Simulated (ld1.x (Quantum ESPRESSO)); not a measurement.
# What one change does to a pseudopotential (thulium, PAW)

ld1.x (Quantum ESPRESSO) 7.5 input, shortened:

```
&input
   title='Tm', zed=69., rel=1, dft='PZ', iswitch=3,
   config='[Xe] 4f12 5d1 5f-2 6s1.5 6p0.5'
 /
 &inputp
   pseudotype=3, lpaw=.true., tm=.true., lloc=-1, rcloc=2.95,
   nlcc=.true., new_core_ps=.true., rcore=0.70,
   which_augfun='PSQ', rmatch_augfun_nc=.true.
 /
8
5S  1  0   2.00   0.00  1.55  1.60  0.0
6S  2  0   1.50   0.00  1.55  1.60  0.0
5P  2  1   6.00   0.00  2.30  3.00  0.0
6P  3  1   0.50   0.00  2.30  3.00  0.0
5D  3  2   1.00   0.00  1.95  2.70  0.0
5D  3  2   0.00   1.20  1.95  2.70  0.0
5F  4  3  -2.00   0.45  2.30  2.40  0.0
5F  4  3  -2.00   1.15  2.30  2.40  0.0
 &test
   configts(1)='5s2 5p6 5d1 6s1.5 6p0.5'
 /
```

Change: augmentation BESSEL, radius 1.70 bohr.

Cutoffs: the cutoffs (Ry, on a coarse ladder) from which the occupation-weighted sum of valence levels, in a spherical-Bessel basis at the reference potential, stays within 10 and 1 mRy of its value at 400 Ry; they do not see the model core or the augmentation charge, which bear on the density cutoff. Errors are all-electron minus pseudo energies relative to the spin-unpolarised reference configuration. Spin-polarised tests are left out, since the open f shell is frozen unpolarised in the core.

Predict the effect on cutoff, ghosts and configuration errors.

The potential gets neither clearly harder nor softer (18 Ry and 25 Ry → 18 Ry and 25 Ry); both files keep a bound ghost (f); the errors of the 7 common tests hardly move.

```tsv
quantity	base	changed
cutoff, loose	18 Ry	18 Ry
cutoff, tight	25 Ry	25 Ry
bound ghosts	f	f
error for 5s2 5p6 5d1 6s2 6p0, meV [ΔE -1.65 eV]	+0.3	+0.4
error for 5s2 5p6 5d1 6s1 6p0, meV [ΔE 5.72 eV]	-3.1	-3.0
error for 5s2 5p6 5d1 6s0 6p0, meV [ΔE 18.94 eV]	-22	-22
error for 5s2 5p6 5d1 6s1.5 6p0, meV [ΔE 1.34 eV]	-0.5	-0.6
error for 5s2 5p6 5d0 6s0 6p0, meV [ΔE 39.14 eV]	-171	-167
error for 5s2 5p5 5d1 6s2 6p0, meV [ΔE 34.22 eV]	-246	-222
error for 5s2 5p6 5d2 6s0 6p0, meV [ΔE 7.83 eV]	-10	-9.2
s: phases at 3.27 bohr within 0.05 rad from the reference energy up to (Ry; the scan ends near 5)	3.1	3.1
p: phases at 3.27 bohr within 0.05 rad from the reference energy up to (Ry; the scan ends near 5)	3.0	3.0
d: phases at 3.27 bohr within 0.05 rad from the reference energy up to (Ry; the scan ends near 5)	to the end of the scan	to the end of the scan
f: phases at 3.27 bohr within 0.05 rad from the reference energy up to (Ry; the scan ends near 5)	n/a	n/a
lowest overlap eigenvalue by channel	s 0.41, p 0.81, d 0.40, f 0.98	s 0.41, p 0.81, d 0.40, f 0.98
```

 A true bound ghost makes a file unfit for plane-wave use even where its test errors are small: the radial tests pick states by their node count and pass the ghost by.
